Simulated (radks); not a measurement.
Results of a calculation; reference values are marked as such.
Q: Mean orbital radii <r> (bohr) of neutral rhodium, [Kr] 4d8 5s1, of relativity; Dirac values are averaged over j with weights 2j + 1. Spin-unpolarised spherical Kohn-Sham, LDA (Slater exchange, Perdew-Wang correlation), point nucleus unless stated (finite: rms radius 4.4945 fm), a radial shooting solver on a logarithmic mesh with Libxc functionals. A level marked "c x" has the speed of light scaled by that factor and shares open shells by 2j + 1; other Dirac levels either fill j = l - 1/2 first or share by 2j + 1.

| shell | non-rel. |
|---|---|
| 1s | 0.03388 |
| 2s | 0.1474 |
| 2p | 0.1260 |
| 3s | 0.4038 |
| 3p | 0.3964 |
| 3d | 0.3702 |
| 4s | 1.009 |
| 4p | 1.094 |
| 4d | 1.574 |
| 5s | 3.401 |

Give the values at the level "Dirac, c x 1.25".

A: 
shell  Dirac, c x 1.25  change of magnitude (%)
1s             0.03311                    -2.29
2s              0.1438                    -2.45
2p              0.1245                    -1.22
3s              0.3958                    -1.99
3p              0.3928                    -0.91
3d              0.3705                    +0.07
4s              0.9902                    -1.89
4p               1.086                    -0.77
4d               1.588                    +0.88
5s               3.307                    -2.76
